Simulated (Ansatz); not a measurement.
`[F][GeH2][SiH2]S` + H₂ → `[F][GeH3]` + `[SiH3]S`  (hydrogenolysis of a Ge–Si bond)

Computed with Ansatz on PBE0-D4/def2-TZVP structures; ΔE is electronic, products minus reactants. CCSD(T)/CBS adds triple-zeta CCSD(T) − MP2 to the extrapolated MP2 energy (def2 sets, frozen cores). This one scheme is used for every species. Functionals use def2-TZVPP. For Ge outer-core shells are correlated without core-valence functions, which leaves a few kJ/mol of doubt a bond. Scalar relativity is left out up to krypton. Each species was taken in one conformer, which may not be the lowest.

CCSD(T)/CBS gives -7.6 kJ/mol.

Another level gave -17.8 kJ/mol. Which?
A. r2SCAN/def2-TZVPP
B. CCSD/def2-TZVPP
C. PBE-D4/def2-TZVPP
D. CCSD(T)/def2-TZVPP

B. CCSD/def2-TZVPP -17.8, r2SCAN -4.5, CCSD(T)/def2-TZVPP -12.6, PBE-D4 5.2 kJ/mol.

Largest T1 diagnostic among the species: 0.012.

From PBE to PBE0 (25 % exact exchange), in def2-TZVPP and without D4, ΔE moves by −6.8 kJ/mol. In def2-TZVPP, CCSD(T) changes the Hartree–Fock value by +28.5 kJ/mol (the triples alone add +5.2 kJ/mol) and MP2 by +30.7 kJ/mol.
